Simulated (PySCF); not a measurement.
## Electron correlation in Ar (argon, neutral)

[Ar], closed-shell 1S. Calculation: PySCF 2.14, in def2-TZVP (5s5p2d1f, 37 functions); no relativity, point nucleus. Frozen: [Ne]; 8 electrons correlated.

MP2 pair energies summed by pair of shells (mhartree):

```
 pair   energy  share (%)
3p-3p  -150.17       73.9
3s-3p   -44.66       22.0
3s-3s    -8.40        4.1
```

Total MP2 correlation energy: -203.23 mhartree.

Same-spin part -51.60 and opposite-spin part -151.64 mhartree; SCS-MP2 scales them by 1/3 and 6/5 to -199.16 mhartree.

| level | correlation energy (mhartree) |
| --- | --- |
| CCSD | -222.30 |
| (T) | -6.76 |
| CCSD(T) | -229.06 |

Diagnostics: T1 = 0.0020, D1 = 0.0029, largest double amplitude 0.050.

Cost of the coupled-cluster step: 0.25 s of wall time on 1 thread of Neoverse-N1 (shared host), for 8 correlated electrons.
